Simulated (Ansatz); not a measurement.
Basis sets compared for TaF5. Total charge 0; singlet. Geometry PBE0-D4/def2-SVP. Ansatz on 2 threads of AMD EPYC 7R13 on a shared host; times are rough, and most runs start from earlier orbitals.

Cartesian coordinates in Å:
```
Ta 0.000 0.000 0.000
F 1.412 0.317 -1.201
F -1.411 -0.316 1.201
F 0.748 1.202 1.196
F 0.465 -1.792 0.075
F -1.213 0.590 -1.271
```

In the def2 sets Ta takes a core potential; there is no spin–orbit coupling.

Binding counts from free atoms (Ta quartet, F doublet) in the same basis, without a counterpoise term.

| level | functions | energy (Eh) | HOMO (eV) | LUMO (eV) | binding per atom (eV) | wall time |
| --- | --- | --- | --- | --- | --- | --- |
| PBE-D4/def2-SVP | 102 | -555.7727 | -10.02 | -3.29 | 5.54 | 1.5 s |
| PBE-D4/def2-TZVP | 195 | -556.3986 | -10.17 | -3.32 | 5.42 | 2.6 s |
| r2SCAN-D4/def2-TZVP | 195 | -556.6627 | -10.70 | -3.26 | 5.29 | 4.9 s |
| PBE0-D4/def2-SVP | 102 | -555.7017 | -12.22 | -2.67 | 5.17 | 1.8 s |
| PBE0-D4/def2-TZVP (with forces) | 195 | -556.3313 | -12.27 | -2.57 | 5.12 | 5.5 s |

**Question.** Estimate the rows for PBE-D4/def2-TZVPD, r2SCAN-D4/def2-TZVPD, PBE0-D4/def2-TZVPD.

**Answer.** 
| level | functions | energy (Eh) | HOMO (eV) | LUMO (eV) | binding per atom (eV) | wall time |
| --- | --- | --- | --- | --- | --- | --- |
| PBE-D4/def2-TZVPD | 243 | -556.4040 | -10.20 | -3.36 | 5.42 | 3.9 s |
| r2SCAN-D4/def2-TZVPD | 243 | -556.6681 | -10.70 | -3.25 | 5.29 | 6.5 s |
| PBE0-D4/def2-TZVPD | 243 | -556.3367 | -12.27 | -2.59 | 5.12 | 5.5 s |
